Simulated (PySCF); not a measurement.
Cl4MoO, charge +1, doublet, geometry from GFN2-xTB (such geometries of metal compounds can be far from the true shape) (the multiplicity is a formal guess) (core potentials on Mo). Base run: DF-PBE/def2-SVP run with PySCF.

Input for PySCF:
```python
from pyscf import gto, scf, dft

mol = gto.M(
    atom='''
Mo    0.31530707   -0.14187156    0.28984759
O     1.50051454   -0.19379654    1.40725406
Cl   -1.50427441    0.76554820   -1.37767058
Cl    0.12238282    2.12483268    0.23884448
Cl    1.15772406   -1.15019363   -1.39902372
Cl   -1.26095090   -1.29848268    1.15951857
''',
    basis='def2-svp',
    ecp={'Mo': 'def2-svp'},
    charge=1,
    spin=1,
    verbose=4,
)

mf = dft.UKS(mol)
mf.xc = 'pbe'
mf = mf.density_fit(auxbasis='def2-universal-jkfit')
mf.kernel()
```

Variants of this job, named by their change:

```json
[
 {"change": "base", "basis functions": "117", "E (Eh)": "-1982.63829", "HOMO (eV)": "-12.76"},
 {"change": "basis = x2c-SVPall; relativity = none (without ecp={'Mo': 'def2-svp'}; without mf = mf.density_fit(auxbasis='def2-universal-jkfit'))", "basis functions": "139", "E (Eh)": "-5845.17057", "HOMO (eV)": "-12.74"},
 {"change": "basis = x2c-SVPall; relativity = spin-free X2C; nucleus = Gaussian (with nucmod='G'; without ecp={'Mo': 'def2-svp'}; without mf = mf.density_fit(auxbasis='def2-universal-jkfit'))", "basis functions": "139", "E (Eh)": "-5967.80422", "HOMO (eV)": "-12.75"},
 {"change": "basis = ANO-RCC-VDZP; relativity = spin-free X2C; nucleus = Gaussian (with nucmod='G'; without ecp={'Mo': 'def2-svp'}; without mf = mf.density_fit(auxbasis='def2-universal-jkfit'))", "basis functions": "129", "E (Eh)": "-5968.87356", "HOMO (eV)": "-12.73"},
 {"change": "basis = jorge-DZP-DKH; relativity = spin-free X2C (without ecp={'Mo': 'def2-svp'}; without mf = mf.density_fit(auxbasis='def2-universal-jkfit'))", "basis functions": "159", "E (Eh)": "-5968.18421", "HOMO (eV)": "-12.89"},
 {"change": "basis = jorge-DZP-DKH; relativity = none (without ecp={'Mo': 'def2-svp'}; without mf = mf.density_fit(auxbasis='def2-universal-jkfit'))", "basis functions": "159", "E (Eh)": "-5867.30139", "HOMO (eV)": "-12.89"},
 {"change": "basis = ANO-RCC-VDZP; relativity = none (without ecp={'Mo': 'def2-svp'}; without mf = mf.density_fit(auxbasis='def2-universal-jkfit'))", "basis functions": "129", "E (Eh)": "-5829.19406", "HOMO (eV)": "-12.74"},
 {"change": "basis = jorge-DZP-DKH; relativity = spin-free X2C; nucleus = Gaussian (with nucmod='G'; without ecp={'Mo': 'def2-svp'}; without mf = mf.density_fit(auxbasis='def2-universal-jkfit'))", "basis functions": "159", "E (Eh)": "-5968.13109", "HOMO (eV)": "-12.89"},
 {"change": "basis = ANO-RCC-VDZP; relativity = spin-free X2C (without ecp={'Mo': 'def2-svp'}; without mf = mf.density_fit(auxbasis='def2-universal-jkfit'))", "basis functions": "129", "E (Eh)": "-5968.93497", "HOMO (eV)": "-12.73"},
 {"change": "basis = x2c-SVPall; relativity = spin-free X2C (without ecp={'Mo': 'def2-svp'}; without mf = mf.density_fit(auxbasis='def2-universal-jkfit'))", "basis functions": "139", "E (Eh)": "-5967.85148", "HOMO (eV)": "-12.75"}
]
```

Total energies compare only within one method and basis.

Open shells are given as the SCF converged; they aren't shown to be the lowest states, and a large step between rows can be another state.

Basis sets contracted for a relativistic Hamiltonian are a mismatch without it, so the rows without relativity aren't non-relativistic limits. No row has spin-orbit coupling; sets with core potentials leave out the core electrons.
